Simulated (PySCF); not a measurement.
Start geometry of (BeTe)4 ring (Be4Te4) from GFN2-xTB (Å):
```
atom  x, y, z in Å
Be1   -0.4553    0.2984    1.9661
Te2   -1.4362    1.8450    0.5397
Be3   -0.7686    1.2324   -1.5071
Te4   -0.0887    0.9306   -3.6456
Be5    0.5137   -0.3914   -1.9878
Te6    1.3921   -1.8539   -0.5544
Be7    0.7316   -1.2508    1.4834
Te8    0.2496   -0.8959    3.6221
```

Q: What comes out of this run: PySCF, PBE0-D3(BJ)/def2-SVP geometry optimisation, gas phase, def2 core potentials past Kr?

A: 
```
atom  x, y, z in Å
Be1   -0.8872    0.7163    1.5348
Te2   -2.5969    1.2788    0.2037
Be3   -0.8231    1.3381   -1.1555
Te4    0.9964    1.3214   -2.4561
Be5    0.9410   -0.7253   -1.5563
Te6    0.8162   -2.7515   -0.6169
Be7    0.8592   -1.3628    1.1353
Te8    0.8326    0.0994    2.8273
```

The energy falls by 32.9 kcal/mol over 20 energy and gradient evaluations, the largest force component goes from 0.0501 to 3.0e-04 Eh/bohr, and the atoms move by 1.034 Å rms after alignment. The bond that changes most is Be1–Te2 (ends: beryllium bonded to 2 Te; tellurium bonded to 2 Be), which shortens by 0.083 Å. Bonds longer at the end by more than 0.005 Å: 5 of 8; shorter: 2. Among the angles that change most is Be5–Te6–Be7, from 107.1° to 76.4°. Rotational constants go from 331.2, 134.0, 95.4 to 191.6, 187.5, 129.5 MHz. The orientation of the end geometry is arbitrary; only internal coordinates are fixed.

The run used 140 basis functions and 140 SCF cycles in all.

Not checked by PBE0-D3(BJ)/def2-SVP frequencies.
